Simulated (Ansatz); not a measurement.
C₇H₈O, charge +1, doublet, geometry from GFN2-xTB (a state made from the parent by changing its charge; the spin is typed, not shown lowest); WB97X/STO-3G run with Ansatz (a program for electronic structure).

Here is a job for Ansatz.
Ansatz 0.2 input:
```yaml
crystal:
  periodic: [false, false, false]
  atoms:
    - {symbol: C, position_ang: [-2.79994876, 0.22093323, -0.15261839]}
    - {symbol: O, position_ang: [-1.65159586, -0.42880563, -0.64059700]}
    - {symbol: C, position_ang: [-0.44201099, -0.17101984, -0.22684011]}
    - {symbol: C, position_ang: [0.59587571, -0.94041302, -0.84724677]}
    - {symbol: C, position_ang: [1.90298651, -0.74986514, -0.48680554]}
    - {symbol: C, position_ang: [2.22808724, 0.19947437, 0.49099026]}
    - {symbol: C, position_ang: [1.22088842, 0.96141785, 1.10811833]}
    - {symbol: C, position_ang: [-0.09519077, 0.78967394, 0.76500770]}
    - {symbol: H, position_ang: [-3.64264016, -0.21251619, -0.69084568]}
    - {symbol: H, position_ang: [-2.92689406, 0.05731604, 0.92272892]}
    - {symbol: H, position_ang: [-2.76013255, 1.29938922, -0.33864226]}
    - {symbol: H, position_ang: [0.30628205, -1.66194137, -1.59602248]}
    - {symbol: H, position_ang: [2.68431497, -1.32926502, -0.95404432]}
    - {symbol: H, position_ang: [3.25938376, 0.34905374, 0.77462531]}
    - {symbol: H, position_ang: [1.49028531, 1.68822815, 1.85942502]}
    - {symbol: H, position_ang: [-0.86195654, 1.37897221, 1.24391872]}
basis:
  gaussian:
    orbitals: STO-3G
hamiltonian:
  xc: {name: wB97X}
total_charge: 1
magnetization: {spin_polarized: true, initial_magnetization: 1}
accuracy: high
```

Task: What does Ansatz print? Leave out banner, timings and long lists.

Result: 
```
Functional definition: wB97X
1084 factors; integrals over basis functions are off by at most 4.8e-9 eV
345 factors; integrals over basis functions are off by at most 1.2e-9 eV
mean field evaluation 1: about -9309.4164 eV, gradient 1.2e1 eV
mean field evaluation 2: about -9310.1544 eV, gradient 9.4e0 eV
mean field evaluation 4: about -9310.6028 eV, gradient 9.4e-1 eV
mean field evaluation 8: about -9310.4789 eV, gradient 1.2e-1 eV
mean field evaluation 16: about -9310.4797 eV, gradient 9.2e-4 eV
mean field evaluation 32: about -9310.4797 eV, gradient 2.8e-7 eV
mean field -9310.47967769 eV, -342.1538172854 hartree, gradient 6.4e-8 eV, S^2 0.799272; 0 other end points of the search recorded, 0 dependent functions left out
reference -9310.47967514 eV, -342.1538171915 hartree; 29, 28 occupied and 19, 20 virtual orbitals, 1084 factors
Total energy: -9310.47967514 eV, -342.1538171915 hartree
```
